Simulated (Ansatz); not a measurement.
Cost and result for the atomization energy of C3H3F3S, SMILES `C=CSC(F)(F)F` (10 atoms, 9 bonds).

Z-matrix (Å, degrees):
```
C
F 1 1.333
F 1 1.332 2 108.1
S 1 1.806 2 113.2 3 118.2
F 1 1.333 2 107.2 3 -116.2
C 4 1.747 1 103.2 2 61.2
C 6 1.325 4 131.1 1 -0.1
H 6 1.086 4 108.5 1 179.9
H 7 1.083 6 119.0 4 180.0
H 7 1.081 6 123.7 4 -0.0
```

The species carries charge 0 and has multiplicity 1. All single points use the PBE0-D4/def2-TZVP geometry. It is one conformer, not always the lowest. Program: Ansatz. Hardware: A = 2 threads of an AMD EPYC 7R13 on a shared host; B = 2 threads of an AMD EPYC 7R13 on a shared host and a share of an NVIDIA H100 80 GB. Times are those of one run each, without the atoms' runs, and a repeat can differ threefold. Electronic energies, without spin–orbit coupling; frozen cores. CCSD(T)/CBS adds CCSD(T) − MP2 in def2-TZVPP to the MP2 limit, and its time is that of the two runs behind it. T1 = 0.013. B3LYP takes the VWN-RPA correlation (the form of Gaussian; ORCA's B3LYP/G).

CCSD(T)/CBS is a level of theory with its own doubt, some kJ/mol a heavy atom from the limit and from the frozen cores, so smaller differences don't rank the functionals.

```csv
level,functions,wall time
PBE0-D4/def2-TZVPP [A],270,8.5 s
PBE-D4/def2-TZVPP (with forces) [A],270,9.6 s
MP2/def2-QZVPP [B],502,11 s
r2SCAN-D4/def2-TZVPP (with forces) [A],270,12 s
B3LYP-D4/def2-TZVPP (with forces) [A],270,12 s
CCSD(T)/def2-TZVPP [B],270,14 s
B2PLYP/def2-TZVPP [A],270,15 s
ωB97X-V/def2-TZVPP [A],270,19 s
ωB97M-V/def2-TZVPP (with forces) [A],270,23 s
CCSD(T)/CBS(def2),–,24 s
```

(1) What atomization energy does each give, and how far from CCSD(T)/CBS? (Estimate.)

## Answers

(1) Computed: 
```csv
level,atomization (kJ/mol),difference from CCSD(T)/CBS,per bond
PBE0-D4/def2-TZVPP [A],4034.8,50.6,5.6
PBE-D4/def2-TZVPP (with forces) [A],4178.2,194.0,21.6
MP2/def2-QZVPP [B],4082.3,98.1,10.9
r2SCAN-D4/def2-TZVPP (with forces) [A],4032.0,47.8,5.3
B3LYP-D4/def2-TZVPP (with forces) [A],3974.7,-9.5,-1.1
CCSD(T)/def2-TZVPP [B],3867.4,-116.8,-13.0
B2PLYP/def2-TZVPP [A],3939.4,-44.8,-5.0
ωB97X-V/def2-TZVPP [A],4007.1,22.9,2.5
ωB97M-V/def2-TZVPP (with forces) [A],4016.1,31.9,3.5
CCSD(T)/CBS(def2),3984.2,0.0,0.0
```

The D4 term adds +37.9 kJ/mol with B3LYP and +19.8 kJ/mol with PBE0; it sums over pairs of atoms, weighted by their polarisabilities, and B3LYP, whose exchange is more repulsive, gets the larger term. From PBE to PBE0 (25 % exact exchange), in def2-TZVPP and without D4, the atomization energy moves by −139.7 kJ/mol: exact exchange takes away binding that semilocal exchange gives to molecules. In def2-TZVPP, CCSD(T) changes the Hartree–Fock value by +1128.1 kJ/mol (the triples alone add +91.1 kJ/mol) and MP2 by +1274.3 kJ/mol; breaking electron pairs costs correlation energy, which Hartree–Fock lacks.
